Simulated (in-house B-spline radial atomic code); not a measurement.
Yb⁺. Computed with a B-spline radial atomic code. Model: non-relativistic spherical atom: semilocal Troullier-Martins pseudo-atom, one channel per l, against all electrons, high spin, G0W0 and RPA with empty states to l = 8, local potential for every l without a channel, a model core (radius 0 = none) keeps its share of the functional.

Without relativity these are model numbers for so heavy an element.

What the tables leave out is listed at the end.

The pseudopotential gives back the lowest level of each angular momentum of its own functional in the configuration it was made in; a second state of the same l is only approximately right. Exact exchange, RPA and GW see the smooth pseudo-orbitals and miss the exchange with the core, for which the functional's share stands in. The column with an uncorrelated core keeps all orbitals and exact exchange, and so separates missing core correlation from pseudisation. Only the three outermost levels and the lowest empty one were computed. RPA here is direct RPA, with no exchange kernel, and its energies carry an (l + 1/2)⁻⁴ tail. A hybrid on a potential with a model core restores only its own semilocal share of the core's exchange.

Command:
```bash
python run_psgw.py task.json out
```
Settings (lengths in bohr, energies in hartree):
```
Z                      70
electrons              69
configuration          [Xe] 4f14 6s1
generated_in           [Xe] 4f14 6s2
functional             lda,vwn
core_shells            8
radius_factor          0.9
core_correction        True
ion_configuration      [Xe] 4f14
```

Time taken, with all properties: 96 s on 1 thread of Intel(R) Xeon(R) Platinum 8259CL CPU @ 2.50GHz (Skylake/Cascade Lake), on a shared host.

Given: made with LDA VWN5; model core radius 0.319 bohr; local radius 0.595 bohr; mean-field start LDA VWN5.

Valence shells of the generating configuration: 4d, 5s, 5p, 4f, 6s.

Channel: s 1.05, p 1.147, d 0.444, f 1.452 (radii in bohr).

Computed: largest level miss in the spin-unpolarised generating configuration 0.049 eV; valence RPA correlation energy all-electron orbitals -2.8738 hartree; valence RPA correlation energy pseudo -3.316 hartree; ionisation by mean-field all-electron 11.619 eV; ionisation by mean-field pseudo minus all 0.119 eV; ionisation by RPA all-electron 11.765 eV; ionisation by RPA pseudo minus all 0.277 eV.

| level | occupied | mean-field all-electron (eV) | mean-field pseudo minus all (eV) | G0W0 all-electron (eV) | G0W0 uncorrelated core minus all (eV) | G0W0 pseudo minus all (eV) | exchange self-energy all-electron (eV) | exchange self-energy pseudo (eV) |
| --- | --- | --- | --- | --- | --- | --- | --- | --- |
| 6s up | 1 | -9.0738 | -0.09 | -11.775 | -0.012 | -0.29 | -8.3956 | -8.4863 |
| 6s down (empty) | 0 | -8.297 | -0.092 | -6.4546 | -0.008 | -0.209 | -1.8331 | -1.8735 |

What is the all-electron RPA polarisability, core included?

51.353 bohr³.

What is the pseudo-atom RPA polarisability?

49.957 bohr³.

Given: mean-field start PBE0.

Computed: all-electron RPA polarisability, core included 47.069 bohr³; pseudo-atom RPA polarisability 45.934 bohr³; ionisation by mean-field all-electron 11.254 eV; ionisation by mean-field pseudo minus all 0.121 eV; ionisation by RPA all-electron 11.606 eV; ionisation by RPA pseudo minus all 0.243 eV.

| level | occupied | mean-field all-electron (eV) | mean-field pseudo minus all (eV) | G0W0 all-electron (eV) | G0W0 uncorrelated core minus all (eV) | G0W0 pseudo minus all (eV) | exchange self-energy all-electron (eV) | exchange self-energy pseudo (eV) |
| --- | --- | --- | --- | --- | --- | --- | --- | --- |
| 6s up | 1 | -9.3826 | -0.099 | -11.659 | -0.011 | -0.243 | -8.0583 | -8.1468 |
| 6s down (empty) | 0 | -7.0712 | -0.093 | -5.9655 | -0.01 | -0.184 | -1.6977 | -1.7246 |

What is the valence RPA correlation energy pseudo?

-3.1884 hartree.

What is the valence RPA correlation energy all-electron orbitals?

-2.7468 hartree.

Among the listed levels the largest G0W0 shift of the pseudo-atom is -0.29 eV, for 6s up on the LDA VWN5 start, while leaving the core uncorrelated moves that level by -0.01 eV. So pseudisation and the lost core exchange, not the missing core correlation, make the error. Not in the tables (levels of low weight, unsolved or above zero; the highest and the empty levels are kept at any weight): on LDA the G0W0 levels 4f down (pseudo minus all +3.34 eV, weights 0.67 and 0.22), 4f up (pseudo minus all +3.33 eV, weights 0.66 and 0.22); on PBE0 the G0W0 levels 4f down (pseudo minus all +3.04 eV, weights 0.81 and 0.71), 4f up (pseudo minus all +3.04 eV, weights 0.79 and 0.71); no Hartree-Fock pseudo-atom is run with a model core.
